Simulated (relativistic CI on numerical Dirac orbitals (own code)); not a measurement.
# Re⁴⁺: N6,7 absorption edge

Computed with this model: Dirac-Coulomb-Breit CI, orbitals from a KLI potential per configuration, model QED, valence Slater integrals scaled by 0.9, multiplet model of core-to-valence dipole absorption; configurations [Xe] 4f14 5d3 → [Xe] 4f13 5d4; 80 K; Lorentzian 0.18 eV and Gaussian 0.3 eV FWHM. Energies are those of the free ion, without screening or charge transfer. The branching ratio is the share of the lower-energy edge in the whole absorption, uncertain by about 0.02 where the edges overlap. S is read from ⟨S²⟩ = S(S + 1).

Field parameters in Wybourne normalisation: Td as Oh with Dq negative (B⁴₀ = 21Dq, B⁴₄ = √(5/14) B⁴₀). The field is a parameter set, without covalency.

Computed curve for free ion, scaled to 100 at the maximum (points under 2 are left out and the grid is thinned):

```csv
Energy (eV),Intensity
41.2,3.3
41.4,5.7
41.5,5.1
41.7,4.0
41.9,7.6
42.0,10.0
42.2,10.1
42.4,9.6
42.6,15.9
42.7,15.3
42.9,9.7
43.1,10.9
43.2,12.5
43.4,15.0
43.6,28.0
43.7,43.9
43.9,76.1
44.1,81.1
44.2,85.1
44.4,100.0
44.6,77.7
44.8,51.0
44.9,40.9
45.1,21.6
45.3,15.4
45.4,15.2
45.6,19.6
45.8,37.9
45.9,48.2
46.1,46.1
46.3,37.3
46.4,35.6
46.6,21.8
46.8,14.2
47.0,11.0
47.1,8.3
47.3,5.0
47.5,3.6
47.6,3.0
47.8,2.1
```

The ground state has S = 1.42, and the centroid lies at 44.70 eV.
